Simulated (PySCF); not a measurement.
Electron correlation in Sb²⁺ (antimony, charge +2)

[Kr] 4d10 5s2 5p1, 2P determinant. Calculation: PySCF 2.14, in aug-cc-pVQZ-PP with one added diffuse shell each of s, p, d, f, g type with ECP28MDF (8s8p6d4f3g, 117 functions); scalar relativity through the core potential. Frozen: 4s2 4p6 4d10; 3 electrons correlated.

MP2 pair energies summed by pair of shells (mhartree):

```json
{"pair": "5s-5s", "energy": "-20.23", "share (%)": "55.0"}
{"pair": "5s-5p", "energy": "-16.56", "share (%)": "45.0"}
```

Total MP2 correlation energy: -36.79 mhartree.

Same-spin part -2.39 and opposite-spin part -34.40 mhartree; SCS-MP2 scales them by 1/3 and 6/5 to -42.08 mhartree.
